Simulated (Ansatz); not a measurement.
Job for Ansatz (a quantum-chemistry and plane-wave program): U-CCSD(T)/def2-SVP on CH5OSb (SMILES C[O][SbH2]), a point of a bond scan (R = 0.987 Å). Elements past Kr take the def2 small-core potentials; no spin–orbit coupling. The run froze 11 orbitals, filled d shells among them.

Ansatz 0.2 input:
```yaml
crystal:
  periodic: [false, false, false]
  atoms:
    - {symbol: Sb, position_ang: [-0.39157453, 0.27290890, 0.37968144]}
    - {symbol: H, position_ang: [-1.52742713, -0.68889881, -0.50198031]}
    - {symbol: H, position_ang: [-0.42292795, 1.44227964, -0.89474065]}
    - {symbol: O, position_ang: [1.21630374, -0.67902950, -0.26409632]}
    - {symbol: C, position_ang: [1.33907823, -0.99600193, -1.63877811]}
    - {symbol: H, position_ang: [1.33642651, -0.18607569, -2.20275299]}
    - {symbol: H, position_ang: [2.29029061, -1.51456926, -1.77765726]}
    - {symbol: H, position_ang: [0.52933451, -1.65283392, -1.97851940]}
basis:
  gaussian:
    orbitals: def2-SVP
correlation: {method: ccsd_t, electrons: outside_noble_gas}
scf: {omitted_lower_state_checks: [cluster_reference]}
magnetization: {spin_polarized: true, initial_magnetization: 0}
```

**Question.** Predict the final total energy.

**Answer.** -355.2437 hartree (reference determinant -354.7622, T1 diagnostic 0.014).

**Question.** How many basis functions does it have, and what does it roughly cost on one machine?

**Answer.** 79 functions; roughly 8 core-seconds.
